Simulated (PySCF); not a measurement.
Gas-phase reaction: 2 ClO + 2 ZrCl3OH ⇌ ZrCl2(OH)2 + ZrO2 + 6 Cl

Method: PySCF energies (xtb for GFN2) plus ideal-gas RRHO corrections (1 bar). † marks an energy on the PBE0/def2-TZVP geometry and frequencies; other levels use their own. Open shells (unrestricted): ClO (multiplicity 2), Cl (multiplicity 2); the rest are closed-shell singlets. GFN2 has no spin-polarisation term. Spin-orbit splitting is ignored; it lowers the true energy and changes the entropy of ClO, Cl. B3LYP is the form with VWN-RPA correlation. Zr: scalar-relativistic def2 core potential, no spin-orbit coupling. ZrCl3OH, ZrCl2(OH)2: computed as isolated molecules; such fragments, hydroxides, amides, oligomers or adducts are transient or little studied in the gas.

PBE0/def2-SVP† gives ΔH°(298 K) = 1131 kJ.

Q: What do M06-2X/def2-TZVP†, GFN2-xTB, B3LYP/def2-TZVP† give?

A: M06-2X/def2-TZVP†: 1164 kJ; GFN2-xTB: 1394 kJ; B3LYP/def2-TZVP†: 1104 kJ. For scale, ΔH°(298 K) is 1131 kJ at this level, 1182 kJ at ωB97M-V/def2-TZVP†, and runs from 1097 to 1419 kJ over the 13 levels computed.
